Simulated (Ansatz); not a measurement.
Scan of H₂N (cation, charge +1), triplet: symmetric bend, bond length relaxed. Scanned: H-N-H angle. Other coordinates (N-H bond length) were minimised at PBE0/def2-TZVP.

UKS-PBE/cc-pVDZ = unrestricted PBE/cc-pVDZ (Ansatz, a program for electronic structure); UKS-CAM-B3LYP/cc-pVDZ = Ansatz with unrestricted CAM-B3LYP/cc-pVDZ; FCI/cc-pVDZ = full CI/cc-pVDZ, frozen core in Ansatz.

Energies relative to the lowest point of each profile, in kcal/mol; the last columns give the error against full CI:

| a / ° | UKS-PBE/cc-pVDZ | UKS-CAM-B3LYP/cc-pVDZ | FCI/cc-pVDZ | UKS-PBE/cc-pVDZ − FCI/cc-pVDZ | UKS-CAM-B3LYP/cc-pVDZ − FCI/cc-pVDZ |
|---|---|---|---|---|---|
| 172.23 | 0.2 | 0.2 | 0.7 | -0.5 | -0.5 |
| 161.73 | 0.0 | 0.0 | 0.3 | -0.3 | -0.3 |
| 151.12 | 0.0 | 0.0 | 0.0 | 0.0 | 0.0 |
| 142 | 0.6 | 0.7 | 0.4 | 0.2 | 0.3 |
| 129.22 | 3.3 | 3.5 | 2.8 | 0.4 | 0.7 |
| 118.83 | 7.6 | 8.0 | 7.2 | 0.4 | 0.9 |
| 112.48 | 11.5 | 12.1 | 11.1 | 0.3 | 1.0 |
| 98.85 | 23.5 | 24.6 | 23.6 | -0.1 | 1.0 |
| 90.71 | 33.4 | 35.0 | 33.9 | -0.5 | 1.0 |
| 77.83 | — | — | 55.5 | — | — |

UKS-PBE/cc-pVDZ is furthest from FCI/cc-pVDZ at 90.71 (-0.5 kcal/mol, below); its mean absolute error over the points is 0.3 kcal/mol.

UKS-CAM-B3LYP/cc-pVDZ is furthest from FCI/cc-pVDZ at 90.71 (1.0 kcal/mol, above); its mean absolute error over the points is 0.6 kcal/mol.

Dashes: no converged value, or the column stops at the first point that the program doubted or that broke a chosen test of continuity, which isn't proof of a fault.

The scan ran from 180.0 to 60.0; beyond the range shown the relaxed coordinates jump or full CI changes its symmetry label.
